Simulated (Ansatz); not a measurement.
Job for Ansatz (a first-principles code): R-MP2/def2-TZVPPD on C3H5I (a complex), monomers drawn apart or pushed together. Elements past Kr take the def2 small-core potentials; no spin–orbit coupling. Files ending in .json are basis or fitting sets from the Basis Set Exchange. The run froze 12 orbitals, filled d shells among them.

Ansatz 0.2 input:
```yaml
crystal:
  periodic: [false, false, false]
  atoms:
    - {symbol: C, position_ang: [-0.36684336, -0.09415075, 0.76662074]}
    - {symbol: C, position_ang: [-0.26250146, -1.05475692, 0.05944209]}
    - {symbol: H, position_ang: [-0.44791120, 0.75045712, 1.40921915]}
    - {symbol: H, position_ang: [-0.17604532, -1.90233454, -0.57582001]}
    - {symbol: C, position_ang: [1.69248654, -0.70205854, 4.14433172]}
    - {symbol: I, position_ang: [0.98041543, 1.26479641, 4.67434937]}
    - {symbol: H, position_ang: [1.33138213, -1.38755543, 4.90210354]}
    - {symbol: H, position_ang: [1.28783502, -0.93494375, 3.16591547]}
    - {symbol: H, position_ang: [2.77522261, -0.65702994, 4.13099037]}
basis:
  gaussian:
    orbitals: def2-TZVPPD.json
magnetization: {spin_polarized: false}
correlation: {method: mp2, electrons: outside_noble_gas}
scf: {lower_state_search: off}
```

The log:

```
WARN ansatz: RAYON_NUM_THREADS=1 ignored (pool sized by the plan → 1); use --threads N
Functional definition: HF
these checks for a lower state are left out or cut short: stability, starts, cluster_reference, orbital_swaps, neighbouring_geometries, increment
integrals: 0.62 GiB planned
1644 factors; integrals over basis functions are off by at most 1.1e-3 eV
mean field: 0.87 GiB planned
mean field evaluation 1: about -11239.9634 eV, gradient 2.8e1 eV
mean field evaluation 2: about -11240.0774 eV, gradient 2.8e1 eV
mean field evaluation 4: about -11242.1887 eV, gradient 2.8e0 eV
mean field evaluation 8: about -11242.2140 eV, gradient 8.6e-5 eV
mean field -11242.21404559 eV, -413.1437459291 hartree, gradient 2.8e-6 eV, S^2 0.000000; 0 other end points of the search recorded, 0 dependent functions left out
12 core orbitals not correlated
reference -11242.21404559 eV, -413.1437459291 hartree; 12, 12 occupied and 231, 231 virtual orbitals, 1644 factors
second order -17.30433477 eV of doubles, -0.00000000 eV of singles
Total energy: -11259.51838036 eV, -413.7796685027 hartree
Checks for a lower state left out: stability, starts, cluster_reference, orbital_swaps, neighbouring_geometries, increment
```

Self-consistency was reached.

Cost: around 13 core-seconds (rough).
